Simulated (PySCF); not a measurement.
## Molecular orbitals of RbAl

PBE0 at R = 3.577 Å; basis Rb def2-SVP with ECP28, Al def2-SVP; scalar-relativistic core potentials; PySCF 2.14. State: ³Π (triplet), unpaired electrons σ ↑, π ↑. Only the outer orbitals are listed, counted within each symmetry, core potentials removing the inner ones.

| spin | orbital | occ. | ε (eV) | on Rb (%) | main shells (%) |
| --- | --- | --- | --- | --- | --- |
| α | 4σ | 1 | -35.66 | 100 | 100 Rb s |
| α | 2π | 1 | -18.26 | 100 | 100 Rb p |
| α | 2π | 1 | -18.24 | 100 | 100 Rb p |
| α | 5σ | 1 | -18.21 | 100 | 100 Rb p |
| α | 6σ | 1 | -8.06 | 3 | 97 Al s |
| α | 7σ | 1 | -3.34 | 43 | 56 Al p, 42 Rb s |
| α | 3π | 1 | -3.02 | 14 | 86 Al p |
| α | 3π | 0 | -1.42 | 27 | 73 Al p, 19 Rb p, 9 Rb d |
| α | 8σ | 0 | -1.40 | 69 | 51 Rb s, 31 Al p, 18 Rb p |
| α | 4π | 0 | -0.35 | 97 | 85 Rb p, 12 Rb d |
| β | 4σ | 1 | -35.61 | 100 | 100 Rb s |
| β | 2π | 1 | -18.21 | 100 | 100 Rb p |
| β | 2π | 1 | -18.17 | 100 | 100 Rb p |
| β | 5σ | 1 | -18.12 | 100 | 100 Rb p |
| β | 6σ | 1 | -6.85 | 4 | 95 Al s |
| β | 7σ | 0 | -1.48 | 81 | 78 Rb s, 17 Al p |
| β | 3π | 0 | -0.98 | 26 | 74 Al p, 16 Rb p, 10 Rb d |
| β | 3π | 0 | -0.43 | 42 | 58 Al p, 32 Rb p, 10 Rb d |

Which are the highest filled and the lowest empty level, where do they sit, and how wide is the gap?

Highest filled α 3π at -3.02 eV (in %: 86 Al p); lowest empty β 7σ at -1.48 eV (in %: 78 Rb s, 17 Al p); the gap at PBE0 is 1.54 eV.

| Item | Value |
| --- | --- |
| bond order (Mayer) | 0.84 |
| ⟨S²⟩ | 2.004 |
| charge on Rb (Mulliken, basis-dependent) | 0.37 |
| charge on Rb (Löwdin, basis-dependent) | 0.09 |
| dipole moment (positive dipole means Rb(−)Al(+)) | -7.48 D |
| polarisability along the bond | 408.9 bohr³ |
| polarisability across the bond | 172.7 bohr³ |

Spin–orbit coupling is left out. The state is the lowest determinant that a PBE0 search found; another state may lie lower at other levels.
